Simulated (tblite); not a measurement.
Compound: C₃H₄F₂O₂S.
Geometry (GFN2-xTB, Å), atoms numbered from 1 in this order:
```xyz
12
C3H4F2O2S angstrom
O     -0.311    1.948   -1.302
S     -0.188    1.314   -0.034
O     -0.268    2.102    1.158
C      1.186    0.044    0.079
F      2.101    0.075   -0.915
C      0.151   -1.068   -0.060
C     -1.146   -0.289    0.139
F     -2.082   -0.521   -0.807
H      1.708    0.109    1.035
H      0.286   -1.890    0.641
H      0.180   -1.457   -1.080
H     -1.615   -0.368    1.120
```

Method: GFN2-xTB as coded in tblite; computed harmonic values from a numerical Hessian at the method's own geometry, unscaled. Errors from tens to a few hundred cm⁻¹ against measured bands are possible. One conformer, not necessarily the lowest.

Harmonic wavenumbers (cm⁻¹): 40.8, 142.6, 149.3, 242.9, 282.7, 411.2, 418.0, 428.8, 455.7, 556.6, 657.8, 664.7, 873.0, 973.1, 1018.9, 1055.7, 1065.4, 1102.5, 1140.8, 1159.6, 1166.0, 1222.6, 1281.4, 1292.9, 1295.6, 1431.5, 2975.2, 2976.1, 3002.2, 3011.5.

A = 2095, B = 1824, C = 1325 MHz; mass 141.990 u (most abundant isotopes); point group Cs, symmetry number 1.

What is the zero-point energy?

Half the sum of the wavenumbers: 16248 cm⁻¹ = 194.36 kJ/mol.

Give the ideal-gas entropy at 273.15 K and 1 bar in the rigid-rotor, harmonic-oscillator model (classical rotation).

Translation 168.84, rotation 118.33, vibration 74.10: S = 361.3 J/(mol K).

And Cp and H(273.15 K) − H(0)?

Cp = 115.81 J/(mol K), of which vibrations give 82.55 (their classical limit is 30 R = 249.4); H(273.15 K) − H(0) = 20.07 kJ/mol without the zero-point energy, 10.98 from vibrations.

What must be added to the electronic energy to get the Gibbs energy at 273.15 K and 1 bar?

ZPE + [H(273.15 K) − H(0)] − T·S = 194.36 + 20.07 − 98.68 = 115.75 kJ/mol.

How do the functions run with temperature in this model?

```csv
T (K),S (J/(mol K)),Cp (J/(mol K)),H − H(0) (kJ/mol),G − H(0) (kJ/mol),ln q(vib)
100,276.1,61.7,4.62,-22.99,1.13
200,328.8,93.6,12.41,-53.35,2.79
300,372.5,123.8,23.28,-88.46,4.55
500,448.2,173.5,53.35,-170.75,8.12
800,540.0,215.5,112.44,-319.57,13.21
1000,589.9,231.7,157.25,-432.69,16.31
```

q(vib) and H(0) count from the zero-point level.

Blend soft modes into free rotors: weight 1/[1 + (100 cm⁻¹/ν̃)⁴] for the oscillator and the rest for a rotor with moment μB/(μ + B), μ = h/(8π²ν), B = 10⁻⁴⁴ kg m². What vibrational entropy results?

68.28 J/(mol K) in place of 74.10, which changes −T·S at 273.15 K by +1.59 kJ/mol.

Which modes carry the vibrational entropy at 273.15 K?

40.8 cm⁻¹: 21.11; 142.6 cm⁻¹: 10.89; 149.3 cm⁻¹: 10.52; 242.9 cm⁻¹: 6.81; 282.7 cm⁻¹: 5.73; 411.2 cm⁻¹: 3.34 J/(mol K); the other 24 give 15.69 together.

Hindered rotation and anharmonicity are outside this model. Other conformers, if any are populated, would add a mixing term that is left out.
